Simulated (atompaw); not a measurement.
Re: variants of one PAW (atompaw) potential

Base potential:

```
Element                 : Re (Z = 75)
Generator               : atompaw 4.2.0.5
Type                    : PAW
Functional              : PBE
Relativity              : scalar-relativistic
Frozen core             : [Kr] 4d10 4f14 5s2
Valence charge          : 13
Reference configuration : 5p6 5d5 6s2 6p0
Partial waves           : 6s (bound): rc 3.00 bohr; 6s channel at 0.3 Ry: rc 3.00 bohr; 5p (bound): rc 1.55 bohr; 6p (bound, empty): rc 3.00 bohr; 5d (bound): rc 2.75 bohr; 5d channel at 2.1 Ry: rc 2.75 bohr
Local potential         : bessel scheme, radius 2.40 bohr
Core correction         : smooth core density matched at 2.30 bohr
Augmentation charge     : besselshape compensation charge, radius 2.80 bohr; PAW radius 3.00 bohr; waves and projectors: custom polynom2 7 10 vanderbiltortho
```

All-electron outer shells of the reference configuration (PBE, scalar-relativistic, ld1.x):

| shell | level (eV) | outermost node (bohr) | outermost maximum (bohr) |
| --- | --- | --- | --- |
| 5s | -85.25 | 0.52 | 0.93 |
| 5p | -47.01 | 0.56 | 1.06 |
| 4f | -42.31 | – | 0.41 |
| 6s | -5.94 | 1.24 | 2.57 |
| 5d | -5.37 | 0.62 | 1.41 |
| 6p | -1.32 | 1.48 | 3.65 |

Cutoffs, loose and tight: the cutoffs (Ry, on a coarse ladder) from which the occupation-weighted sum of valence levels, in a spherical-Bessel basis at the reference potential, stays within 10 and 1 mRy of its value at 400 Ry. They see the waves, projectors and local potential, not the compensation charge or the core. A dash means not determined.

A true bound ghost makes a file unfit for plane-wave use even where its test errors are small: the radial tests pick states by their node count and pass the ghost by.

| change | outcome | cutoff, loose | cutoff, tight | bound ghosts |
| --- | --- | --- | --- | --- |
| base | generated | 35 Ry | 140 Ry | none |
| local potential troulliermartins scheme with l = 3 at -0.5 Ry, radius 2.40 bohr | generated | 35 Ry | 140 Ry | s, p |
| waves 6s (bound); 6s channel at 0.3 Ry; 5p (bound); 6p (bound); 5d (bound); 5d channel at 2.1 Ry; augmentation besselshape compensation charge, radius 2.80 bohr; PAW radius 3.00 bohr; waves and projectors: bloechl | generated | 25 Ry | 30 Ry | s |
| core [Kr] 4d10 4f14, valence charge 15; reference 5s2 5p6 5d5 6s2 6p0; waves now 5s (bound): rc 1.70 bohr; 6s (bound): rc 1.45 bohr; 5p (bound): rc 1.90 bohr; 6p (bound): rc 2.35 bohr; 5d (bound): rc 2.55 bohr; 5d channel at 1.55 Ry: rc 2.55 bohr; local potential bessel scheme, radius 2.05 bohr; augmentation besselshape compensation charge, radius 1.85 bohr; PAW radius 2.55 bohr; waves and projectors: custom polynom2 7 10 vanderbiltortho | generated | 30 Ry | 70 Ry | none |
| wave 6s channel at 0.3 Ry: rc 3.00 bohr becomes 6s channel at 0.8 Ry: rc 3.00 bohr | generated | 35 Ry | 140 Ry | none |
| core correction smooth core density matched at 2.92 bohr | generated | 35 Ry | 140 Ry | none |
| local potential bessel scheme, radius 2.14 bohr | generated | 35 Ry | 140 Ry | none |
| augmentation besselshape compensation charge, radius 1.72 bohr; PAW radius 3.00 bohr; waves and projectors: custom polynom2 7 10 vanderbiltortho | generated | 35 Ry | 140 Ry | none |
| all radii scaled by about 1.21 (s 3.62, p 1.88, d 3.32 bohr); local potential bessel scheme, radius 2.90 bohr; augmentation besselshape compensation charge, radius 3.38 bohr; PAW radius 3.62 bohr; waves and projectors: custom polynom2 7 10 vanderbiltortho; core correction smooth core density matched at 2.78 bohr | generated | 21 Ry | 40 Ry | none |
| wave 5p (bound): rc 1.55 bohr becomes 5p (bound): rc 1.92 bohr | generated | 30 Ry | 60 Ry | none |
| wave 5d channel at 2.1 Ry: rc 2.75 bohr becomes 5d channel at 2.1 Ry: rc 2.90 bohr | generated | 35 Ry | 140 Ry | none |
